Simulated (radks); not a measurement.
The numbers below are computed, except where a source is named.
Radial electron density D(r) = 4 pi r^2 rho(r) of an atom or ion with 32 electrons. Level of theory: Dirac Kohn-Sham, exchange-only PBE, spin-unpolarised, spherical densities, finite nucleus; Fermi nuclear charge, rms radius of each element as measured or else 0.836 A^(1/3) + 0.57 fm (a radial shooting solver on a logarithmic mesh with Libxc functionals).

```
   r/bohr * D(r) (the largest magnitude, 49.3, reaches the edge; | marks zero)
 0.006228 |          *
 0.007192 |            *
 0.008306 |               *
 0.009593 |                   *
  0.01108 |                       *
  0.01279 |                           *
  0.01466 |                               *
  0.01693 |                                    *
  0.01955 |                                        *
  0.02258 |                                           *
  0.02608 |                                             *
  0.03012 |                                              *
  0.03478 |                                              *
  0.04017 |                                            *
  0.04639 |                                         *
  0.05357 |                                       *
  0.06187 |                                     *
  0.07145 |                                      *
  0.08252 |                                         *
   0.0953 |                                             *
   0.1101 |                                                  *
   0.1271 |                                                      *
   0.1468 |                                                      *
   0.1695 |                                                  *
   0.1958 |                                           *
   0.2261 |                                    *
   0.2611 |                              *
   0.3016 |                            *
   0.3483 |                              *
   0.4022 |                                  *
   0.4645 |                                    *
   0.5365 |                                  *
   0.6196 |                             *
   0.7155 |                      *
   0.8264 |              *
   0.9543 |         *
    1.102 |      *
    1.273 |    *
    1.458 |   *
    1.684 |  *
    1.945 | *
    2.246 |*
    2.594 |*
    2.996 |*
     3.46 *
    3.996 *
    4.615 *
     5.33 *
    6.155 *
    7.108 *
    8.209 *
    9.481 *
    10.95 *
```

What is the nuclear charge?

Answer. Z = 34. The innermost maximum, from 1s, lies near gamma/Z bohr with gamma = sqrt(1 - (Z/c)^2) = 0.969, here 0.0285 bohr (found: 0.0308), and its height grows with Z. The density is that of the selenium ion Se2+ in [Ar] 3d10 4s2 4p1 5s1; the configuration itself is not fixed sharply by these data, and Z only to about a unit. D(r) has 3 maxima, at r = 0.0308, 0.139, 0.472 bohr, and minima at 0.0649, 0.299 bohr, inside which lie 2.10, 11.04 electrons.
